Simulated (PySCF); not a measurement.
Problem. Write Cartesian coordinates for InChI=1S/C3H12B2N2/c1-2-3(1)5-6-4-7-5/h3,5H,1-2,4,6-7H2 as optimised with PBE0-D3(BJ)/def2-SVP.

Solution. 
```
atom  x, y, z in Å
B1     2.3696   -0.1374   -0.0542
N2     1.3154    0.0874   -1.2294
B3     0.1912   -0.4933   -0.2433
C4    -0.9336    0.5669    0.1119
C5    -2.2489    0.1072    0.6876
C6    -2.1953    0.6264   -0.7135
N7     1.2560   -0.7048    0.9372
H8     2.8381    0.9149    0.3439
H9     3.1948   -0.9872   -0.3421
H10    1.4745   -0.4587   -2.0706
H11    1.1689    1.0557   -1.5034
H12   -0.2334   -1.5665   -0.6479
H13   -0.5893    1.5436    0.4846
H14   -2.3949   -0.9676    0.8333
H15   -2.7392    0.7284    1.4429
H16   -2.3035   -0.0895   -1.5341
H17   -2.6466    1.6029   -0.9123
H18    1.3846   -1.6676    1.2333
H19    1.0810   -0.1398    1.7644
```

Any rigid rotation of these coordinates is as good. Atoms count from 1 in this order. N2 (nitrogen bonded to 2 B and 2 H) has angles from 87.7° to 115.5°. The 4-membered ring B1–N2–B3–N7 has internal angles of 87.7° to 92.7°; it is planar, 0.00 Å rms from its mean plane, widest ring torsion 0°. B3 (four-coordinate boron) has angles from 92.0° to 114.5°. B1 (four-coordinate boron) has angles from 92.7° to 114.8°.

Bonds between heavy atoms (Å): B1–N2 1.595, N2–B3 1.604, B3–C4 1.586, C4–C5 1.508, C5–C6 1.495, B3–N7 1.604, B1–N7 1.595, C4–C6 1.509.

The calculation used PBE0-D3(BJ)/def2-SVP geometry optimisation, gas phase in PySCF.

Point group: Cs (tolerance 0.08 Å). Stationary, but not proved a minimum. The numbers are those of one conformer (N2–B3–C4–C5 163°).
